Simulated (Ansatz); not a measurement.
Relaxation of H$_{6}$N$_{2}$OSi (10 atoms, charge 0, multiplicity 1), to a largest force component of 0.02 eV/Å in at most 40 steps.

All numbers below come from Ansatz, RKS PBE0-D4/STO-3G.

```xyz
10
Properties=species:S:1:pos:R:3
Si 0.000 0.000 0.000
O 0.000 0.000 1.680
H -0.909 -0.281 2.017
N 1.716 0.000 -0.606
H 2.215 -0.918 -0.787
H 2.217 0.918 -0.778
N -0.857 1.485 -0.606
H -1.877 1.430 -0.889
H -0.337 2.406 -0.677
H -0.688 -1.191 -0.486
```

Task: Where does it end, and by what steps?

Result: It converged. Limits of this set-up: minimal basis. After 14 steps the energy has fallen by 0.860 eV; H8 moved furthest, 0.61 Å.

```json
{"step": "0", "energy less start (eV)": "0.0000", "largest force component (eV/Å)": "2.258", "accepted": "yes"}
{"step": "1", "energy less start (eV)": "-0.5378", "largest force component (eV/Å)": "1.212", "accepted": "yes"}
{"step": "2", "energy less start (eV)": "-0.6380", "largest force component (eV/Å)": "0.541", "accepted": "yes"}
{"step": "3", "energy less start (eV)": "-0.6642", "largest force component (eV/Å)": "0.439", "accepted": "yes"}
{"step": "4", "energy less start (eV)": "-0.6780", "largest force component (eV/Å)": "2.195", "accepted": "yes"}
{"step": "5", "energy less start (eV)": "-0.7748", "largest force component (eV/Å)": "0.534", "accepted": "yes"}
{"step": "6", "energy less start (eV)": "-0.8352", "largest force component (eV/Å)": "0.385", "accepted": "yes"}
{"step": "7", "energy less start (eV)": "-0.7927", "largest force component (eV/Å)": "0.912", "accepted": "no"}
{"step": "8", "energy less start (eV)": "-0.8533", "largest force component (eV/Å)": "0.295", "accepted": "yes"}
{"step": "9", "energy less start (eV)": "-0.8444", "largest force component (eV/Å)": "0.630", "accepted": "no"}
{"step": "10", "energy less start (eV)": "-0.8595", "largest force component (eV/Å)": "0.064", "accepted": "yes"}
{"step": "11", "energy less start (eV)": "-0.8595", "largest force component (eV/Å)": "0.059", "accepted": "no"}
{"step": "12", "energy less start (eV)": "-0.8602", "largest force component (eV/Å)": "0.023", "accepted": "yes"}
{"step": "13", "energy less start (eV)": "-0.8603", "largest force component (eV/Å)": "0.021", "accepted": "yes"}
{"step": "14", "energy less start (eV)": "-0.8603", "largest force component (eV/Å)": "0.016", "accepted": "yes"}
```

```xyz
10
Properties=species:S:1:pos:R:3
Si -0.022 -0.013 -0.059
O 0.229 -0.049 1.626
H -0.655 0.273 2.005
N 1.550 0.113 -0.830
H 1.982 -0.823 -0.985
H 2.237 0.632 -0.241
N -1.098 1.345 -0.372
H -1.482 1.304 -1.342
H -0.591 2.257 -0.333
H -0.669 -1.191 -0.601
```

Whether the end is a true minimum wasn't checked by a vibrational analysis.

Time of the run: 28 s on 1 thread of Intel(R) Xeon(R) CPU @ 2.60GHz (Ice Lake) (shared host), peak memory 0.14 GiB.
